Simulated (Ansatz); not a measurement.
C3H10OSi can be A, `CC(C)O[SiH3]`, or B, `CC(C)[SiH2]O`.

Program: Ansatz. Geometries: PBE0-D4/def2-TZVP. ΔE: electronic, gas phase. CCSD(T)/CBS adds triple-zeta CCSD(T) − MP2 to the extrapolated MP2 energy (def2 sets, frozen cores). DFT in def2-TZVPP. B3LYP here is the variant with VWN-RPA as its local correlation; programs differ in this. One conformer a species, not always the lowest.

(1) Which isomer does CCSD(T)/CBS put lower? Give the gap. (Best estimate.)

(2) Give E(B) − E(A) in kcal/mol with r2SCAN-D4, B3LYP-D4, BLYP-D4, LDA (SPW92), CCSD/def2-TZVPP, PBE0-D4, B2PLYP. (Best estimate.)

(3) Does the order hold for the free energy at 298.15 K (harmonic terms from PBE0-D4)? (Estimate.)

Largest T1 diagnostic: 0.010.

Results:

(1) Computed: B, by 14.4 kcal/mol.

(2) The calculation gave: r2SCAN-D4 -13.9, B3LYP-D4 -12.8, BLYP-D4 -12.6, LDA (SPW92) -13.5, CCSD/def2-TZVPP -13.5, PBE0-D4 -14.5, B2PLYP -13.2. None reverses the order clearly.

(3) Ansatz gave: Yes: G(B) − G(A) = -13.4 kcal/mol, for one conformer each. Modes under 60 cm⁻¹, often nearly free rotors, make the harmonic entropy too high.

In def2-TZVPP, CCSD(T) changes the Hartree–Fock value by −3.8 kcal/mol (the triples alone add −0.3 kcal/mol) and MP2 by −5.5 kcal/mol. Leaving LDA and LC-ωPBE aside and taking each functional with its dispersion term where it has one, the values, not all of them listed here, spread over 2.5 kcal/mol, from PBE-QIDH to CAM-B3LYP-D4.
